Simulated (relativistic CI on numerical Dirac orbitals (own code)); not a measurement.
# How well does a small relativistic CI reproduce Zn⁵⁺?

Calculated at this level of theory: Dirac-Coulomb-Breit CI, separate exchange-only KLI orbitals for each configuration, QED by a radiative potential, valence Slater integrals scaled by 0.9, configuration energies shifted to the measured levels that pair with them (semi-empirical) (own radial code, finite nucleus).

CI space (outside the closed core [Ne]): 3s2 3p6 3d7, 3s2 3p6 3d6 4p, 3s2 3p6 3d6 4s, 3s2 3p5 3d8, 3s2 3p6 3d6 4d, 3s2 3p6 3d6 5s, 3s2 3p4 3d9, 3s2 3p6 3d6 5p, 3s2 3p6 3d6 4f, 3s 3p6 3d8, 3s2 3p6 3d5 4s2, 3s2 3p6 3d6 5d, 3s2 3p6 3d6 5f, 3s2 3p6 3d6 5g, 3s2 3p6 3d5 4s 4p, 3s2 3p6 3d5 4p2, 3s2 3p6 3d5 4s 4d, 3s2 3p5 3d7 4s, 3p6 3d9, 3s2 3p6 3d5 4p 4d. Levels of other configurations are missing.

```csv
Configuration,Term (tabulated),J,Measured (cm⁻¹),Computed,Error,Purity (%)
3s2 3p6 3d7,4F,9/2,0.0,0,0,99
3s2 3p6 3d7,4F,7/2,2132.0,2094,-38,100
3s2 3p6 3d7,4F,5/2,3618.0,3547,-71,99
3s2 3p6 3d7,4F,3/2,4613.0,4513,-100,99
3s2 3p6 3d7,4P †,5/2,23455.0,22802,-653,98
3s2 3p6 3d7,4P †,3/2,23641.0,22841,-800,82
3s2 3p6 3d7,4P,1/2,24875.0,24153,-722,93
3s2 3p6 3d7,2G,9/2,25266.0,24720,-546,96
3s2 3p6 3d7,2G,7/2,27286.0,26666,-620,99
3s2 3p6 3d7,2P,3/2,30381.0,28637,-1744,67
3s2 3p6 3d7,2P,1/2,32157.0,30371,-1786,93
3s2 3p6 3d7,2H,11/2,34066.0,34398,332,100
3s2 3p6 3d7,2D2,5/2,34770.0,32234,-2536,98
3s2 3p6 3d7,2H,9/2,35975.0,36237,262,97
3s2 3p6 3d7,2D2,3/2,37908.0,35532,-2376,82
3s2 3p6 3d7,2F,5/2,55347.0,54503,-844,99
3s2 3p6 3d7,2F,7/2,56137.0,55279,-858,99
3s2 3p6 3d7,2D1,3/2,85958.0,82007,-3951,99
3s2 3p6 3d7,2D1,5/2,87036.0,83220,-3816,99
3s2 3p6 3d6 4p,6P°,7/2,380938.0,380618,-320,75
3s2 3p6 3d6 4p,6P°,5/2,383438.0,383064,-374,82
3s2 3p6 3d6 4p,4D°,7/2,383826.0,383767,-59,81
3s2 3p6 3d6 4p,4F°,9/2,384680.0,384850,170,92
3s2 3p6 3d6 4p,4D°,5/2,384920.0,384842,-78,81
3s2 3p6 3d6 4p,6P°,3/2,385129.0,384704,-425,89
3s2 3p6 3d6 4p,4D°,3/2,385660.0,385588,-72,86
3s2 3p6 3d6 4p,4D°,1/2,385984.0,386034,50,94
3s2 3p6 3d6 4p,4F°,7/2,386658.0,386782,124,94
3s2 3p6 3d6 4p,4F°,5/2,387971.0,388073,102,96
3s2 3p6 3d6 4p,4F°,3/2,388854.0,388938,84,98
3s2 3p6 3d6 4p,4P°,5/2,390511.0,390520,9,98
3s2 3p6 3d6 4p,4P°,3/2,391820.0,391798,-22,98
3s2 3p6 3d6 4p,4P°,1/2,392460.0,392451,-9,98
3s2 3p6 3d6 4p,4G°,11/2,406972.0,405650,-1322,91
3s2 3p6 3d6 4p,4G°,7/2,408185.0,407643,-542,78
3s2 3p6 3d6 4p,4D°,7/2,411723.0,414480,2757,92
3s2 3p6 3d6 4p,4D°,1/2,413629.0,416569,2940,89
3s2 3p6 3d6 4p,4G°,9/2,415669.0,416425,756,62
3s2 3p6 3d6 4p,4G°,11/2,416251.0,416930,679,90
```

Measured levels from Sugar and Musgrove, J. Phys. Chem. Ref. Data 24, 1803 (1995); pairs were made by configuration, J and term (by order where the table uses no LS term), so strongly mixed levels may be paired wrongly. Some J values or terms of the table were assigned by a fit.

Mean error by configuration (cm⁻¹): 3s2 3p6 3d7 -1213; 3s2 3p6 3d6 4p 222. Over the excited levels the mean absolute error is 875 cm⁻¹ (38 of the 48 excited levels that our extract of the source holds in range could be paired, and the others can miss by more), and the median relative error of those above 1,000 cm⁻¹ is 0.5 %, both after the shifts were fitted to these levels, so that a configuration with one level shows no error. † marks terms whose computed intervals miss the measured ones by more than a factor of 2.5, or configurations far off the rest, from wrong mixing, a near crossing or a doubtful label or measurement; they are left out of the means.

Configurations whose levels could be paired with our table of measured levels were shifted onto them, all but the ground configuration, by the median error of their levels; single terms can still be off by 1,000 to 2,000 cm⁻¹ or more, and rates follow the energies as ν³ (E1, M1) or ν⁵ (E2). The others borrow a shift and can be off by several thousand cm⁻¹ or more. 38 of the 48 excited levels that our extract of the measured tables holds in this range could be paired (the sources list more); they are missed by 867 cm⁻¹ on average and 3951 at most, after the shifts were fitted to these levels, and levels without a partner can miss by more.

Shifts applied (cm⁻¹): 3s2 3p6 3d7 0; 3s2 3p6 3d6 4p -2092.
